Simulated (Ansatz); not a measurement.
Harmonic frequencies (cm⁻¹) at PBE0-D4/def2-TZVP from Ansatz: 103, 129, 156, 312, 315, 355, 465, 529, 581, 654, 738, 854, 1083, 1140, 1162, 1401, 1459, 1482, 1515, 1568, 1947, 3002, 3044, 3098, 3609, 3616, 3705.

Each molecule was computed in one conformer, which needn't be the lowest.

Which molecule is it?
A. `NC[NH][AlH2]`
B. `OC1C[SiH2]1`
C. `C[NH][AlH][NH2]`
D. `[CH3][Al]([NH2])[NH2]`

C.
